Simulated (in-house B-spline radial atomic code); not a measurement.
A calculation on Ru³⁺: its settings, and results tabulated from the run. Level of theory: non-relativistic LDA VWN5, spherical fractional occupations, point nucleus, inside a hard spherical wall at 6.91 bohr; calculated with a radial B-spline atomic code at the basis-set limit.

Command:
```bash
python run_scf.py task.json out
```
Settings:
```
Z                44
configuration    [Kr] 4d4 4f1
hamiltonian      nr
method           lda,vwn
spin_polarised   False
wall_radius      6.91
```

Output (hartree, bohr):
```
 radial grid: 46 intervals, B-splines of order 8, outer radius 6.91 bohr

 iter        energy (Eh)    residual
    1       -4426.354317    5.17e-01
    2       -4430.653897    3.85e-01
    3       -4435.612290    5.78e-02
    4       -4435.771308    8.18e-03
    5       -4435.775711    5.55e-03
    6       -4435.776816    1.78e-03
    7       -4435.776905    2.82e-04
    8       -4435.776908    4.37e-06
    9       -4435.776908    1.31e-07

 total energy                     -4435.77691
 kinetic                            4433.0175
 electron-nucleus                 -10502.6599
 Hartree                            1758.8640
 exchange-correlation               -124.9985

 orbital      occ     eigenvalue          <r>       <r^2>       <1/r>     <1/r^2>       r_max
 1s         2.000      -784.5290    0.0346635  0.00160767     43.4388      3789.6     0.02293
 2s         2.000      -112.1603     0.151038   0.0268085     9.82774     393.006      0.1279
 2p         6.000      -103.9573     0.129211    0.020333     9.83181       131.2      0.1003
 3s         2.000       -20.9664     0.415532    0.197449     3.44422     72.8812      0.3734
 3p         6.000       -17.7454     0.408693    0.194005     3.35964     24.0813        0.36
 3d        10.000       -11.7995     0.383512    0.175927     3.19529     12.9098      0.3006
 4s         2.000        -4.1465      1.02993     1.19939      1.3251     14.0075      0.9328
 4p         6.000        -3.1637       1.1063     1.39597     1.21867     4.36011      0.9814
 4d         4.000        -1.5990      1.37802     2.22389     0.95754     1.72769        1.14
 4f         1.000        -0.4350      3.14098     11.2249     0.38144    0.188835       2.928
```

Time taken, with all properties: 0.05 s on 1 thread of Intel(R) Xeon(R) Platinum 8488C, with other jobs on the host.
